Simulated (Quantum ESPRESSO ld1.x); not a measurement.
In II, configuration [Kr] 4d10 5s2 (the NIST ground configuration). Method: scalar-relativistic Kohn-Sham, LDA (Slater exchange, Gunnarsson-Lundqvist correlation), spin-unpolarised, spherical densities, point nucleus; computed with ld1.x of Quantum ESPRESSO 7.5.

Normalised radial functions P(r) = r R(r), r in bohr:

| r | 4p | 6s |
|---|---|---|
| 0.001642 | 0.0022 | 0.0105 |
| 0.002243 | 0.0038 | 0.0136 |
| 0.003065 | 0.0066 | 0.0174 |
| 0.00422 | 0.0116 | 0.0220 |
| 0.005766 | 0.0200 | 0.0271 |
| 0.007877 | 0.0343 | 0.0321 |
| 0.01085 | 0.0585 | 0.0362 |
| 0.01482 | 0.0963 | 0.0373 |
| 0.02025 | 0.1532 | 0.0330 |
| 0.02766 | 0.2317 | 0.0207 |
| 0.03809 | 0.3280 | -0.0020 |
| 0.05204 | 0.4110 | -0.0310 |
| 0.07109 | 0.4283 | -0.0559 |
| 0.09712 | 0.3051 | -0.0580 |
| 0.1337 | -0.0120 | -0.0199 |
| 0.1827 | -0.4202 | 0.0466 |
| 0.2496 | -0.6577 | 0.0910 |
| 0.341 | -0.4247 | 0.0531 |
| 0.4696 | 0.2980 | -0.0628 |
| 0.6416 | 1.0016 | -0.1397 |
| 0.8765 | 1.1779 | -0.0714 |
| 1.207 | 0.8137 | 0.1130 |
| 1.649 | 0.3601 | 0.2458 |
| 2.253 | 0.0983 | 0.1961 |
| 3.078 | 0.0148 | -0.0484 |
| 4.238 | 0.0009 | -0.3460 |
| 5.79 | 0.0000 | -0.4606 |
| 7.91 | 0.0000 | -0.3460 |
| 10.81 | 0.0000 | -0.1564 |
| 14.88 | 0.0000 | -0.0376 |
| 20.33 | 0.0000 | -0.0043 |

4p: eigenvalue -85.992 eV, 2 radial nodes at r = 0.132, 0.418 bohr, <r> = 0.922 bohr, 90 % of the charge inside 1.36 bohr. 6s (empty): eigenvalue -3.614 eV, 5 radial nodes at r = 0.0372, 0.148, 0.400, 1.00, 2.93 bohr, <r> = 6.36 bohr, 90 % of the charge inside 9.24 bohr.
